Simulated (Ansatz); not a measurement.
Gas-phase electronic energies from Ansatz, PBE0-D4/def2-TZVP geometries. CCSD(T)/CBS adds triple-zeta CCSD(T) − MP2 to the extrapolated MP2 energy (def2 sets, frozen cores). This one scheme is used for every species. Functionals use def2-TZVPP. Triplets are unrestricted, without spin–orbit coupling. Each species was taken in one conformer, which may not be the lowest.

`CN(C)B(F)S` → `[CH2]` (triplet) + `CNB(F)S`  (formal loss of a carbene)

```json
{"level": "PBE-D4", "ΔE (eV)": "4.36"}
{"level": "MP2/CBS(def2)", "ΔE (eV)": "4.42"}
```

Question: What does CCSD(T)/CBS give? (Best estimate.)

Answer: Computed: +4.29 eV. The listed levels differ from it by 0.07, 0.13 eV.

Largest T1 diagnostic among the species: 0.012.

The D4 term adds +0.14 eV with B3LYP and +0.08 eV with PBE0; it sums over pairs of atoms, weighted by their polarisabilities, and B3LYP, whose exchange is more repulsive, gets the larger term. From PBE to PBE0 (25 % exact exchange), in def2-TZVPP and without D4, ΔE moves by −0.09 eV. In def2-TZVPP, CCSD(T) changes the Hartree–Fock value by +1.49 eV (the triples alone add +0.13 eV) and MP2 by +1.63 eV.

B3LYP here is the variant with VWN-RPA as its local correlation; programs differ in this.
